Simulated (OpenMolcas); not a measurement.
# Cr4+: ligand-field states by method

Cr4+ with 3 ligands (sulfide) in trigonal planar coordination (D3h) at 2.14 Å. A charge of +0.667 e stands 2.4 Å behind each ligand. Ligand basis ANO-RCC-VDZP.
```
Cr    0.0000    0.0000    0.0000
S     2.1400    0.0000    0.0000
S    -1.0700    1.8533    0.0000
S    -1.0700   -1.8533    0.0000
```

```
Program             : OpenMolcas
Basis               : ANO-RCC-VTZP [6s5p3d2f1g]
Scalar Hamiltonian  : DKH2, point nucleus
Active space        : 2 electrons in 5 orbitals (3d)
State averaging     : 2S+1 = 3 even, 10 roots; 2S+1 = 1 even, 15 roots
Spin-orbit coupling : RASSI with atomic mean-field integrals over the reference wave functions
```

I. CASSCF
II. SS-CASPT2, IPEA 0.25 Eh, imaginary shift 0.1 Eh (closed shells correlated: 3s 3p and the ligand valence shells)
III. SS-CASPT2, IPEA 0.25 Eh, sigma2 regulariser 0.3 Eh (closed shells correlated: 3s 3p and the ligand valence shells)

Spin-free states (labels of D3, the rotations of D3h) in cm-1, each column counted from its own energy of the first state listed:

```tsv
State	Degeneracy	I	II	III
3E	2	0	0	0
2S+1 = 3	1	1701	10410	10410
3E	2	5831	6950	6910
2S+1 = 1	1	10032	-4330	-4370
1E	2	10075	2980	2960
1E	2	12622	11420	11660
```

II puts a state of multiplicity 1 lowest, 4300 cm-1 below that state. III puts a state of multiplicity 1 lowest, 4400 cm-1 below that state.

From I to II, I's first state of the same spin (2S+1 = 3) moves from 1701 to 10410 cm-1, by about +8700 cm-1. In II another state of that kind comes below it.

From I to II, I's first state of another spin (2S+1 = 1) moves from 10032 to -4330 cm-1, by about -14000 cm-1.

χT at 300 K: I 0.84, II 0.06, III 0.06 cm3 K/mol.

Roots that are degenerate in the reference are averaged as groups; the widest CASPT2 spread within a group is 430 cm-1 (the 2-fold group of multiplicity 1 near 15800 cm-1 above the lowest state of its run, II). Shifts and gaps below about the spread of the groups concerned are not significant. Over all roots computed the reference weight is 0.61 to 0.64 in II, 0.60 to 0.64 in III; a low but even weight reflects the number of correlated electrons. The least metal-like active orbital is 74 % on the metal (Löwdin) and no ligand orbital is active, so the numbers are rough. The sulfide ions are held by bare point charges, a crude embedding. Ligand-to-metal charge-transfer states are missing. This ion would oxidise such ligands; the complex is a model and need not exist. With no ligand orbital active B as a rule stays too high, so bands that hang on it stand too high and its fall with covalency is understated. An orbital doublet at a regular site is open to a Jahn-Teller distortion, which this geometry leaves out (holds for I). Without dynamic correlation the repulsion within the d shell is too large (B by tens of per cent), so at a given field states of lower spin stand too high (holds for I). With metal d orbitals alone and no dynamic correlation the field as a rule comes out too small, by tens of per cent, by up to half for chloride and softer ligands (holds for I). No measured value stands beside these numbers; the geometry was imposed, not optimised, and the real ion may take another.
